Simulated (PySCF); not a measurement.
## How the method changes the constants of NaPb⁺

State: ³Π (triplet), unpaired electrons σ ↑, π ↑. Set-up: PySCF, scalar-relativistic core potentials, basis sets Na cc-pVDZ, Pb cc-pVDZ-PP with ECP60. De refers to Na⁺ + Pb in their high-spin ground configurations, without counterpoise correction. The functionals are run spin-unrestricted. A positive dipole points towards Pb; it is taken about the centre of mass and depends on that origin.

```tsv
Level	Re (Å)	ωe (cm⁻¹)	De (eV)	μ (D)	CPU s a point (SCF and correlation, without the integrals)
UHF	3.518	102	n/a	-11.43	0.049
UHF-MP2	3.473	107	n/a	n/a	0.093
UHF-SCS-MP2	3.478	107	n/a	n/a	n/a
UHF-CCSD	3.474	108	n/a	n/a	n/a
UHF-CCSD(T)	3.471	108	n/a	n/a	3.2
PBE	3.472	101	n/a	-10.25	0.36
BLYP	3.504	96.8	n/a	-10.24	0.27
BP86	3.500	99.0	n/a	-10.70	0.25
r²SCAN	3.461	104	n/a	-10.83	0.51
B3LYP	3.461	102	n/a	-10.43	0.4
PBE0	3.444	105	n/a	-10.52	0.59
```

Question: What does the step from GGA to meta-GGA do here, going from PBE to r²SCAN?

Answer: r²SCAN less PBE: -1.1 pm in Re, +3.0 % in ωe. 

Question: What does the three-parameter hybrid form, with a fifth of exact exchange, do here, going from BLYP to B3LYP?

Answer: B3LYP less BLYP: -4.3 pm in Re, +5.4 % in ωe. Exact exchange removes part of the self-interaction that spreads semilocal densities, and in most molecules shortens and stiffens the bond and lowers De; so it does here.

Question: What does second-order correlation do here, going from UHF to UHF-MP2?

Answer: UHF-MP2 less UHF: -4.5 pm in Re, +4.9 % in ωe. Correlation nearly always deepens the well. The bond shortens, as in weak, metallic or heavy-atom bonds, where dispersion and the correlation of outer-core electrons pull the atoms together.

Correlated steps freeze 5 core orbitals. These are scalar-relativistic numbers at best; spin–orbit coupling would shift them, the dissociation energy most. Counting both spins, an empty level lies below a filled one in some of these solutions, because spin and occupation are held. The state is the lowest determinant that a PBE0 search found; another state may lie lower at other levels.

The whole job (state search and all levels along the bond) took about 1.3 min on 1 thread of Arm Neoverse V2 (shared host), peak memory 0.48 GiB.
